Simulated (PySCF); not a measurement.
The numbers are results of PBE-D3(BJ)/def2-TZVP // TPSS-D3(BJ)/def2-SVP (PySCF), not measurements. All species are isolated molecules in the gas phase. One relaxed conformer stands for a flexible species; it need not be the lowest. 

Reference species: [Mo(NH2)6] (neutral, multiplicity 1).

```
Quantity                Value
-------------------  --------
coordination number         6
LUMO                 -2.45 eV
HOMO–LUMO gap         2.46 eV
```

Changed species: [Mo(Cl)2(NH2)4] (4 of 6 Cl replaced by NH2; the reference has 6 of 6 Cl replaced by NH2).

Q: What does the change do to the coordination number, LUMO and HOMO–LUMO gap?

A: the coordination number is nearly the same; the LUMO drops by 1.50 eV, to -3.95 eV; the HOMO–LUMO gap falls by 0.70 eV, to 1.76 eV.
